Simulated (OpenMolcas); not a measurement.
Ir7+: effect of the IPEA shift

```
Program             : OpenMolcas 26.06
Basis               : ANO-R3 [9s7p6d4f2g2h]
Scalar Hamiltonian  : X2C, finite nucleus
Active space        : 2 electrons in 5 orbitals (5d)
State averaging     : 2S+1 = 3 even, 10 roots; 2S+1 = 1 even, 15 roots
Spin-orbit coupling : state interaction with AMFI integrals over the reference wave functions, term energies averaged over their components
```

Methods on the same reference wave functions:
A. CASSCF
B. SS-CASPT2, IPEA 0.25 Eh, imaginary shift 0.1 Eh (closed shells correlated: 5s 5p)
C. SS-CASPT2, IPEA 0.5 Eh, imaginary shift 0.1 Eh (closed shells correlated: 5s 5p)

Energies in cm⁻¹ above 5d² ³F₂, the measured ground level; measured values from van het Hof, Joshi, Wyart and Sugar, J. Res. Natl. Inst. Stand. Technol. 100, 687 (1995).

```
         Level      A      B      C  Measured
       5d² ³F₂    0.0    0.0    0.0       0.0
       5d² ³F₃  11979  12340  12340     12672
       5d² ³P₀  19764  17940  18090     17254
       5d² ³F₄  21320  21250  21230     21615
       5d² ³P₁  27114  25740  25930     25221
       5d² ¹G₄  37955  36180  36100     36253
5d² ³P₂ [55 %]  40452  38630  38720     38878
       5d² ¹S₀  71173  65400  65350     65022
```

Deviations, from unrounded energies. A percentage is the sum of absolute deviations over the sum of measured energies, with the sign that they share, or ± where signs differ.

| Against measurement | Levels | A | B | C |
| --- | --- | --- | --- | --- |
| mean absolute deviation (cm-1) | 7 | 2100 | 370 | 410 |
| fine structure of the ground term (%) | 2 | -2.9 | -2.1 | -2.1 |
| other terms of the ground configuration (%) | 5 | +7.6 | ±1.0 | ±1.2 |

B lies closest to measurement on these levels and A furthest from it. The largest miss of B in the table is 5d² ³P₀, by +680 cm-1. The ranking rests on the paired levels alone, and a cruder setting can come out closer through cancelling errors.

Between B and C the level of the table that moves most is 5d² ³P₁, by 180 cm-1 (lowest in B, highest in C). Moves below CASPT2's spread within the term are not significant.

The mean deviations of B to C differ by less than CASPT2's widest spread within a term (440 cm-1), so their order carries little weight.

From A to B the spin-free energies of the other terms of 5d² shown, above ³F, scale by factors of 0.87 to 0.89, as is usual when dynamic correlation screens the repulsion within a d or f shell.

The lowest spin-free term lies below A's lowest term by 0.257 hartree in B, 0.253 hartree in C.

CASPT2 does not keep the components of a term degenerate, so their means are used; among the terms shown or strongly mixed into the levels shown the widest spread is 440 cm-1 (5d² ¹G, B). Without dynamic correlation excited terms often stand tens of per cent too high (terms of higher spin than the ground term too low), and those without a measured partner can miss by more than the paired ones (holds for A). Computed and measured levels are paired by configuration, term and J; levels that our copy of the source lacks, or whose pairing is in doubt (as where it misses far off the trend of its configuration), stay unpaired and out of the deviations. Levels of configurations outside the active space are missing. The table leaves out levels that lie high or whose names do not pair safely across all columns.

A share in square brackets marks a mixed level and gives the weight of the term that names it, the lowest over the columns.
